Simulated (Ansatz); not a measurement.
CH₄FOSn, SMILES `[CH3][Sn]([OH])[F]` radical. The species carries charge 0 and has multiplicity 2. Correlated methods include outer-core shells of Sn, which these sets cover unevenly. Sn: def2 effective core potential.

| atom | x (Å) | y (Å) | z (Å) |
| --- | --- | --- | --- |
| C1 | -0.826 | -0.932 | 0.539 |
| Sn2 | 0.914 | 0.360 | 0.406 |
| O3 | 0.256 | 1.985 | -0.491 |
| F4 | 2.041 | -0.414 | -0.974 |
| H5 | -1.696 | -0.283 | 0.628 |
| H6 | -0.744 | -1.604 | 1.389 |
| H7 | -0.839 | -1.486 | -0.401 |
| H8 | 0.894 | 2.373 | -1.097 |

Task: Give the diagnostics of a CCSD(T)/def2-TZVPP run (frozen core, Ansatz). (Best estimate.)

Result: The calculation gave: T1 = 0.0169, largest single amplitude 0.052, largest double 0.017, (T) share of the correlation energy 3.2 %, 13 CCSD cycles. ⟨S²⟩ of the UHF reference is 0.770 against 0.75 for a pure state. T1 lies under the customary mark of 0.045 for open shells.
